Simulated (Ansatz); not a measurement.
Consider the ligand exchange at a Ge–S bond: `C[O][GeH]([SH])[Cl]` + H–F → `C[O][GeH]([F])[Cl]` + H₂S.

Program: Ansatz. Geometries: PBE0-D4/def2-TZVP. ΔE: electronic, gas phase. CCSD(T)/CBS adds triple-zeta CCSD(T) − MP2 to the extrapolated MP2 energy (def2 sets, frozen cores). This one scheme is used for every species. For Ge outer-core shells are correlated without core-valence functions, which leaves a few kJ/mol of doubt a bond. Scalar relativity is left out up to krypton. Each species was taken in one conformer, which may not be the lowest.

```tsv
species	CCSD(T)/def2-TZVPP energy (Eh)
`C[O][GeH]([SH])[Cl]`	-3049.32495
H–F	-100.34454
`C[O][GeH]([F])[Cl]`	-2750.74293
H₂S	-398.93111
```

Problem. Work out ΔE.

Solution. ΔE = (-2750.74293) + (-398.93111) − (-3049.32495) − (-100.34454) = -0.00455 Eh = -0.12 eV. CCSD(T)/CBS gives -0.06 eV.

Largest T1 diagnostic among the species: 0.012.

The D4 term adds +0.11 eV with B3LYP and +0.06 eV with PBE0; it sums over pairs of atoms, weighted by their polarisabilities, and B3LYP, whose exchange is more repulsive, gets the larger term. In def2-TZVPP, CCSD(T) changes the Hartree–Fock value by +0.25 eV (the triples alone add +0.04 eV) and MP2 by +0.32 eV.

B3LYP here is the variant with VWN-RPA as its local correlation; programs differ in this.
